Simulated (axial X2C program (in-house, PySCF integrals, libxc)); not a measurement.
Spin–orbit effects along a row: molecules with S, PBE0

All values come from calculations with an in-house all-electron X2C program for linear molecules (integrals from PySCF), spin-free (one-electron X2C) or two-component (2c: spin–orbit coupling with atomic mean-field Coulomb and Gaunt terms, which also bring small scalar terms), in Dyall basis sets with cores contracted in-house; open shells are unrestricted.

Basis sets: B dyall-v3z, Be dyall-cv3z, C dyall-v3z, F dyall-av3z, Li dyall-cv3z, S dyall-av3z.

| molecule | spin-free state | Re (Å) | ωe (cm⁻¹) | De (eV) | 2c state | Re 2c (Å) | ωe 2c (cm⁻¹) | De 2c (eV) |
| --- | --- | --- | --- | --- | --- | --- | --- | --- |
| LiS | M_S = 1/2, Λ = 1 | 2.148 | 580.8 | 3.04 | Ω = 3/2 | 2.149 | 580.6 | 3.06 |
| BeS | M_S = 0, Λ = 0 | 1.737 | 1022.7 | 3.48 | Ω = 0 | 1.737 | 1022.2 | 3.47 |
| BS | M_S = 1/2, Λ = 0 | 1.610 | 1199.9 | 5.92 | Ω = 1/2 | 1.610 | 1199.6 | 5.92 |
| CS | M_S = 0, Λ = 0 | 1.533 | 1326.1 | 7.21 | Ω = 0 | 1.533 | 1325.8 | 7.21 |
| SF | M_S = 1/2, Λ = 1 | 1.604 | 857.2 | 3.52 | Ω = 3/2 | 1.604 | 856.9 | 3.55 |

Q: Work out the shifts from the spin-free to the two-component result.

A: 

```
molecule  2c state  ΔRe (Å)  Δωe (cm⁻¹)  ΔDe (eV)
     LiS   Ω = 3/2    0.001        -0.2      0.02
     BeS     Ω = 0    0.000        -0.5     -0.01
      BS   Ω = 1/2    0.000        -0.3      0.00
      CS     Ω = 0    0.000        -0.3      0.00
      SF   Ω = 3/2    0.000        -0.3      0.03
```

Shifts of one unit in the last digit are rounding.

Each entry is the lowest single determinant of a limited PBE0 search at one distance. De goes to single-determinant-based atoms at the same level (for ions the charge split of lowest energy) and is withheld (n/a) where an atom does not fit its ground term or J level. Main or longest-lived isotopes. Some light 2c atoms are not at their ground J level, so De misses part of their lowering (0.04 eV or less). The functionals have no current term, which raises determinants with orbital currents.
